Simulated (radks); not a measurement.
Q: Valence configurations of Lu III (all share [Xe]). All-electron calculation, scalar-relativistic Kohn-Sham, PBEsol, spin-polarised, spherical densities, point nucleus; open shells are filled with parallel spins first (spin-orbit coupling, left out, can overturn this in heavy ions). Program: a radial shooting solver on a logarithmic mesh with Libxc functionals. Order these by energy: 4f13 6s1 6p1; 4f14 6s1; 4f12.5 6s1.5 6p1; 4f13 6s2; 4f13.5 6s1 6p0.5; 4f14 5d1; 4f12 5d2 6s1; 4f14 6p1; 4f14 5d0.5 6s0.5; 4f13 5d1.5 6s0.5.

A: From the lowest, in eV above it: 4f14 6s1 0.000; 4f14 5d0.5 6s0.5 0.513; 4f14 5d1 1.101; 4f14 6p1 5.397; 4f13.5 6s1 6p0.5 8.248; 4f13 5d1.5 6s0.5 12.278; 4f13 6s2 13.663; 4f13 6s1 6p1 18.779; 4f12.5 6s1.5 6p1 29.397; 4f12 5d2 6s1 29.857. NIST lists [Xe] 4f14 6s1 as the ground configuration; this level of theory agrees among the configurations tried. The energies are those of spherical high-spin densities, not of single terms.
